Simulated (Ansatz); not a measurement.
LiB₇⁻. The state is a doublet with charge -1. Geometry B3LYP-D4/def2-SVPD; atoms count from 1.

```xyz
8

Li   -0.9373    0.7930    0.8806
B     0.2976    1.2142   -1.0005
B    -0.1355   -1.3514    0.8480
B    -0.9043    0.1423   -1.3136
B     0.4084   -0.3455   -0.3837
B     1.2930    0.9749    0.2146
B     1.0666   -0.2795    1.1616
B    -1.0884   -1.1480   -0.4069
```

The structure comes from a short search, and lower isomers may exist.

(1) Estimate the Mulliken populations from the PBE0/def2-TZVPD orbitals of Ansatz.

(2) Where does the spin sit?

(3) And the Mayer bond orders between heavy atoms (over 0.3)?

Answers

(1) 
```csv
atom,charge (e),spin (α − β)
Li1,0.95,0.01
B2,-0.19,0.20
B3,-0.19,0.20
B4,-0.19,0.20
B5,-1.14,0.28
B6,-0.03,-0.04
B7,-0.19,0.20
B8,-0.03,-0.04
```
Mulliken values depend strongly on the basis. With diffuse functions, as here, like atoms can get unlike values, and bond orders can come out too low or too high.

(2) Summed by element: Li 0.01, B 0.99, of 1 unpaired in all. Largest on single atoms: B5 0.28, B3 0.20, B2 0.20.

(3) B2–B3 0.39 (3.19 Å); B2–B4 1.15 (1.64 Å); B2–B6 1.02 (1.59 Å); B3–B7 1.15 (1.64 Å); B3–B8 1.02 (1.59 Å); B4–B7 0.39 (3.19 Å); B4–B8 1.02 (1.59 Å); B5–B6 0.59 (1.70 Å); B5–B8 0.59 (1.70 Å); B6–B7 1.02 (1.59 Å).
